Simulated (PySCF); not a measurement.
Species: cis-Zr(H2O)2F4 (singlet state).
Bonds: Zr1–O2, Zr1–F5, Zr1–O6, Zr1–F9, Zr1–F10, Zr1–F11. Hydrogens: H3, H4 on O2; H7, H8 on O6.

Method: PySCF 2.14.0, PBE0-D3(BJ)/def2-SVP geometry optimisation, gas phase, def2 core potentials past Kr.

(1) How far are the bound atoms from Zr1?

(2) List the angles at Zr1.

(3) Describe the arrangement about Zr1 in numbers.

(4) What are the other bond lengths?

(5) What are the rotational constants (commonest isotopes, rigid rotor)?

Answers

(1) 6 atoms: F5 1.919 Å, F9 1.920 Å, F11 1.940 Å, F10 1.944 Å, O6 2.355 Å, O2 2.357 Å. The nearest atom not counted as bound is H7, at 2.91 Å (others tie with it).

(2) 
| angle | degrees | distance of the outer atoms (Å) |
| --- | --- | --- |
| O2–Zr1–F5 | 173.7 | 4.27 |
| O6–Zr1–F9 | 173.5 | 4.27 |
| F10–Zr1–F11 | 140.8 | 3.66 |
| F5–Zr1–F10 | 102.3 | 3.01 |
| F9–Zr1–F11 | 102.3 | 3.01 |
| F9–Zr1–F10 | 102.2 | 3.01 |
| F5–Zr1–F11 | 102.2 | 3.00 |
| F5–Zr1–F9 | 101.5 | 2.97 |
| O2–Zr1–O6 | 88.8 | 3.30 |
| F5–Zr1–O6 | 84.9 | 2.90 |
| O2–Zr1–F9 | 84.8 | 2.90 |
| O6–Zr1–F11 | 76.7 | 2.68 |
| O2–Zr1–F11 | 76.6 | 2.68 |
| O2–Zr1–F10 | 75.7 | 2.66 |
| O6–Zr1–F10 | 75.5 | 2.65 |

(3) The three widest angles are 173.7°, 173.5° and 140.8°, the others run from 75.5° to 102.3°. The Zr–F distances aren't all alike: 1.919 to 1.944 Å.

(4) O2–H3 and 3 like bonds 0.965 Å.

(5) A = 1701, B = 1578, C = 1412 MHz: an asymmetric top.

Point group: near C2v, missed by 0.10 Å at most; the miss may be what the optimiser left on a soft mode (Cs holds within 0.08 Å). Charge 0, singlet. Stationary, but not proved a minimum.

Hardware: an Arm Neoverse V1 with one thread, no GPU (shared host). Cost: 2.0 min of wall time, 0.50 GiB resident at most. That covers the optimisation of the geometry.
